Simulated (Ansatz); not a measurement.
Computed with Ansatz on PBE0-D4/def2-TZVP structures; ΔE is electronic, products minus reactants. CBS: MP2 limit from def2 TZ/QZ plus the TZ coupled-cluster correction, frozen cores. DFT in def2-TZVPP. B3LYP here is the variant with VWN-RPA as its local correlation; programs differ in this. One conformer a species, not always the lowest.

Consider the isomerisation: `C[CH2][Al]([CH3])[SH]` → `CCC[S][AlH2]`.

| level | ΔE (kJ/mol) | difference from CCSD(T)/CBS |
| --- | --- | --- |
| PBE-D4 | 90.2 | 1.2 |
| r2SCAN-D4 | 95.5 | 6.5 |
| PBE0-D4 | 90.0 | 1.0 |
| B3LYP-D4 | 89.4 | 0.4 |
| ωB97X-V | 85.2 | -3.8 |
| ωB97M-V | 92.5 | 3.5 |
| B2PLYP | 91.1 | 2.1 |
| PBE | 92.0 | 3.0 |
| r2SCAN | 95.8 | 6.8 |
| PBE0 | 91.3 | 2.3 |
| B3LYP | 92.5 | 3.5 |
| HF/def2-TZVPP | 78.6 | -10.4 |
| MP2/def2-TZVPP | 90.3 | 1.3 |
| SCS-MP2/def2-TZVPP | 84.6 | -4.4 |
| CCSD/def2-TZVPP | 89.1 | 0.1 |
| CCSD(T)/def2-TZVPP | 88.7 | -0.3 |
| HF/def2-QZVPP | 78.5 | -10.5 |
| MP2/def2-QZVPP | 90.4 | 1.4 |
| SCS-MP2/def2-QZVPP | 84.9 | -4.1 |
| HF/CBS(def2) | 78.4 | -10.6 |
| MP2/CBS(def2) | 90.5 | 1.5 |
| CCSD/CBS(def2) | 89.3 | 0.3 |
| CCSD(T)/CBS | 89.0 | 0 |

Largest T1 diagnostic among the species: 0.010.

In def2-TZVPP, CCSD(T) changes the Hartree–Fock value by +10.2 kJ/mol (the triples alone add −0.4 kJ/mol) and MP2 by +11.7 kJ/mol. The D4 term adds −3.0 kJ/mol with B3LYP and −1.3 kJ/mol with PBE0; it sums over pairs of atoms, weighted by their polarisabilities, and B3LYP, whose exchange is more repulsive, gets the larger term.

CCSD(T)/CBS has its own doubt, a few kJ/mol and more with outer-core shells, so smaller differences from it don't rank the levels.
